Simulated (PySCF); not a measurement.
F₂Zn, SMILES [F][Zn][F] (connectivity only; charge and spin as stated), charge -1, multiplicity 2.

Geometry optimised at PBE0-D3(BJ)/def2-SVPD. The spin state was assumed, not searched. The isomer is the one that the SMILES or the coordinates give; other isomers of the formula were not compared.

All values below come from C-PCM-B3LYP/def2-SVPD in PySCF 2.14.0.

The values are the electrostatic part of the solvation free energy, E(continuum) − E(gas) at the gas-phase geometry, in a cavity of scaled van der Waals radii (PySCF's table); cavitation and dispersion terms are not included. A continuum can't describe solvent molecules that bind to the metal.

Computed values in water (ε = 78.36), ethylethanoate (ε = 5.99), cyclohexanone (ε = 15.62):
| solvent | ε | ΔG(elec) (kcal/mol) |
|---|---|---|
| water | 78.36 | -60.9 |
| ethylethanoate | 5.99 | -51.1 |
| cyclohexanone | 15.62 | -57.6 |
